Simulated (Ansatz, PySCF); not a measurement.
C3H5O (SMILES [CH2]C(C)=O), doublet, geometry from GFN2-xTB. Base run: BLYP/6-31G** in PySCF.

Here is a job for PySCF.
```python
from pyscf import gto, scf, dft

mol = gto.M(
    atom='''
C     1.23934433    0.17190487    0.63842054
C     0.06380250   -0.08707201   -0.11758676
C    -1.21885315    0.50306017    0.42635831
O     0.08621174   -0.75116388   -1.15254531
H     1.20948174    0.75363218    1.54197258
H     2.18364825   -0.22055962    0.30383454
H    -1.40875201    0.11743875    1.42591643
H    -2.04962241    0.24579541   -0.22437056
H    -1.13021151    1.58564619    0.48985697
''',
    basis='6-31g**',
    spin=1,
    verbose=4,
)

mf = dft.UKS(mol)
mf.xc = 'blyp'
mf.kernel()
```

The same geometry, method and basis name were run in Ansatz (a first-principles code) and PySCF, at each program's defaults and at the settings that a row names. The base is PySCF at its defaults. Differences at the defaults can come from grids, fitting, cores and function types together.

| code and settings | ΔE vs base (µEh) | basis functions | E (Eh) | SCF cycles | dipole (D) |
|---|---|---|---|---|---|
| PySCF, defaults (exact integrals, its default grid, spherical functions) | 0.0 | 81 | -192.41797 | 13 | 2.74 |
| Ansatz, defaults (factorised integrals, its default grid, Cartesian functions) | -4888 | 85 | -192.42286 | - | - |
| PySCF, density fitting with def2-universal-jkfit | -84.2 | 81 | -192.41806 | 13 | 2.74 |
| PySCF, fine grid | 1.9 | 81 | -192.41797 | 13 | 2.74 |
| Ansatz, high accuracy, Cartesian functions as the basis file defines them | -4887 | 85 | -192.42286 | - | - |

Open shells are given as the SCF converged; they aren't shown to be the lowest states, and a large step between rows can be another state.
